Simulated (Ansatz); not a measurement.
Species: P2H3, net charge 0, doublet state. It need not be the lowest isomer of its formula. 
Structure (B3LYP-D3(BJ)/def2-TZVP (Ansatz, a first-principles code) minimum search):
```xyz
5

P      0.9614    -0.4387     0.4296
P     -0.8856     0.3194    -0.4691
H      1.6950     0.7069     0.0100
H     -1.0442     1.5226     0.2657
H     -1.7869    -0.4398     0.3160
```
Charge 0, spin multiplicity 2.

Basis-set convergence of Hartree-Fock and CCSD correlation energies (hartree) with Ansatz. Cores are frozen in the correlated levels unless marked. UHF or UKS for open shells. No spin-orbit coupling. Non-relativistic.

```
basis        functions       E(HF)  E(corr, CCSD)
-----------  ---------  ----------  -------------
cc-pV(D+d)Z         61  -683.20747       -0.26925
cc-pV(T+d)Z        120  -683.23322       -0.33034
cc-pV(Q+d)Z        218  -683.23984       -0.34846
```

Extrapolating the two largest sets (X = 3 and 4) as X^-3: E(corr) = (64·(-0.34846) - 27·(-0.33034))/37 = -0.3617 Eh, an estimate of the basis-set limit. The largest set recovers 96.3 % of it, the smallest 74.4 %.
